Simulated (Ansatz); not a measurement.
Basis-set extrapolation for C$_{2}$H$_{6}$BFS (`BCSCF`) (PBE0-D4/def2-TZVP geometry, frozen core, Ansatz 0.2.0). Multiplicity 1, RHF reference.

```
                      def2-TZVPP   def2-QZVPP
                 HF  -600.945792  -600.966543
    MP2 correlation    -0.867629    -0.936525
CCSD(T) correlation    -0.952147      not run
```

Energies in hartree. Use E(X) = E(∞) + A·exp(−7.88·√X) for Hartree–Fock and E(X) = E(∞) + B·X^(−2.97) for correlation, with X = 3 and 4, and add CCSD(T) minus MP2 of the smaller set to the MP2 limit.

**Question.** What is the CCSD(T) energy at the basis-set limit?

**Answer.** HF limit: -600.966543 + (-0.020751) × 0.13774 = -600.96940. MP2 limit: -0.936525 + (-0.068896) × 0.74074 = -0.98756. Higher-order term: -0.952147 − (-0.867629) = -0.08452. Total: -602.04148 hartree, 3.91 eV below CCSD(T)/def2-TZVPP.
